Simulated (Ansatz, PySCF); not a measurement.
FH5O3Si2, SMILES F[SiH2][Si](O)(O)O. Atoms are numbered in the order given.

```xyz
11

Si     1.4100    -0.6693    -0.4633
F      1.8314     0.2769    -1.7329
Si    -0.6233     0.1061     0.3846
O     -0.5548     1.6196     1.0552
O     -1.7957     0.2297    -0.7908
O     -0.9603    -0.9830     1.5856
H      1.3008    -2.0726    -0.9689
H      2.5094    -0.6070     0.5438
H     -0.8434     2.3408     0.4824
H     -1.9322    -0.5295    -1.3695
H     -1.6082    -0.7111     2.2492
```
Charge 0, spin multiplicity 1.

Coordinates come from a r2SCAN-D4/def2-SVP optimisation. The structure was generated by enumeration, and PubChem lists no compound with its InChIKey, so it may never have been made. The values are those of a single conformer.

Two levels are set side by side: PBE-D3(BJ)/def2-SVP (Ansatz, a program for electronic structure) and r2SCAN-D4/def2-SVP (Ansatz). Each level has its own optimised geometry; the coordinates shown are those of the second. Frequencies come from the Hessian of PySCF at each geometry. Differences are taken from unrounded values.

```csv
quantity,r2SCAN-D4,PBE-D3(BJ),PBE-D3(BJ) minus r2SCAN-D4
mean bond length (Å),1.484,1.495,0.012
bond Si1–F2 (Å),1.639,1.651,0.012
bond Si1–Si3 (Å),2.335,2.345,0.009
bond Si3–O4 (Å),1.657,1.672,0.015
bond Si3–O5 (Å),1.665,1.680,0.015
bond Si3–O6 (Å),1.656,1.671,0.015
bond Si1–H7 (Å),1.496,1.507,0.011
bond Si1–H8 (Å),1.492,1.504,0.011
bond O4–H9 (Å),0.965,0.974,0.009
bond O5–H10 (Å),0.964,0.973,0.009
bond O6–H11 (Å),0.966,0.975,0.009
highest harmonic wavenumber (cm⁻¹),3884,3766,-119
mean harmonic wavenumber (cm⁻¹),1023,995,-28
zero-point energy (kcal/mol),39.48,38.41,-1.07
```
